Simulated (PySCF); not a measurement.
Vertical excitations of a molecule C₃H₇NSi from TDDFT-PBE/def2-SVPD in PySCF, as energy in eV (oscillator strength): 5.16 (0.084), 5.17 (0.001), 5.64 (0.001), 5.75 (0.001), 6.01 (0.009), 6.22 (0.002), 6.29 (0.001), 6.38 (0.010), 6.41 (0.004), 6.73 (0.060). Lowest triplet (TDA): 4.58 eV. Coordinates come from a PBE0-D3(BJ)/def2-SVP optimisation. One conformer was computed; it need not be the lowest.

### Question
Pick the molecule that these values belong to.
A. C#C[Si@@H](C)N
B. C=C=C[SiH2]N
C. [SiH3]C1=NCC1
D. NCC#C[SiH3]

### Answer
D, NCC#C[SiH3]
